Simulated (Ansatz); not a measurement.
`[OH][W]([OH])([OH])([Cl])([Cl])[Cl]` + HCl → `[OH][W]([OH])([Cl])([Cl])([Cl])[Cl]` + H₂O  (ligand exchange at a W–O bond)

Program: Ansatz. Geometries: PBE0-D4/def2-TZVP. ΔE: electronic, gas phase. CCSD(T)/CBS adds triple-zeta CCSD(T) − MP2 to the extrapolated MP2 energy (def2 sets, frozen cores). This one scheme is used for every species. Functionals use def2-TZVPP. B3LYP here is the variant with VWN-RPA as its local correlation; programs differ in this. HSE06 is defined as in plane-wave codes. Elements past krypton have def2 core potentials. For W outer-core shells are correlated without core-valence functions, which leaves a few kJ/mol of doubt a bond. One conformer a species, not always the lowest.

```csv
level,ΔE (kcal/mol),difference from CCSD(T)/CBS
PBE-D4,-0.6,-0.9
revPBE-D4,-0.9,-1.2
BLYP-D4,0.1,-0.2
r2SCAN-D4,0.8,0.5
PBE0-D4,-0.2,-0.5
B3LYP-D4,0.5,0.2
r2SCANh-D4,0.7,0.4
HSE06-D4,-0.4,-0.7
BHLYP-D4,1.2,0.9
CAM-B3LYP-D4,3.4,3.1
ωB97X-V,3.6,3.3
ωB97M-V,2.5,2.2
B2PLYP,0.7,0.4
PBE-QIDH,-0.2,-0.5
PBE,0.1,-0.2
revPBE,0.0,-0.3
r2SCAN,0.9,0.6
PBE0,0.5,0.2
B3LYP,1.8,1.5
r2SCANh,0.9,0.6
r2SCAN0,1.0,0.7
HSE06,0.2,-0.1
BHLYP,2.7,2.4
CAM-B3LYP,4.2,3.9
LC-ωPBE,4.6,4.3
RPA@PBE/def2-TZVPP,1.6,1.3
HF/def2-SVP,5.2,4.9
MP2/def2-SVP,1.4,1.1
CCSD/def2-SVP,4.4,4.1
CCSD(T)/def2-SVP,3.5,3.2
MP2/def2-TZVPP,-1.6,-1.9
SCS-MP2/def2-TZVPP,0.4,0.1
CCSD/def2-TZVPP,3.1,2.8
CCSD(T)/def2-TZVPP,1.8,1.5
HF/def2-QZVPP,4.4,4.1
MP2/def2-QZVPP,-2.6,-2.9
SCS-MP2/def2-QZVPP,-0.5,-0.8
HF/CBS(def2),4.3,4.0
MP2/CBS(def2),-3.1,-3.4
CCSD/CBS(def2),1.6,1.3
CCSD(T)/CBS,0.3,0
```

Question: What do rigid-rotor, harmonic-oscillator terms from PBE0-D4/def2-TZVP frequencies (298.15 K, 1 bar) make of the CCSD(T)/CBS value? (Best estimate.)

Answer: The calculation gave: ΔZPE = +1.5 kcal/mol, ΔH = +2.1 kcal/mol, ΔS = 1 J/(mol·K), ΔG = +2.0 kcal/mol.

Largest T1 diagnostic among the species: 0.023, so the coupled-cluster value is less sure than usual.

In def2-TZVPP, CCSD(T) changes the Hartree–Fock value by −2.9 kcal/mol (the triples alone add −1.3 kcal/mol) and MP2 by −6.3 kcal/mol. At CCSD(T), def2-SVP lies +3.2 kcal/mol from the extrapolated value and def2-TZVPP +1.5 kcal/mol. From BLYP to BHLYP (50 % exact exchange), in def2-TZVPP and without D4, ΔE moves by +1.1 kcal/mol.
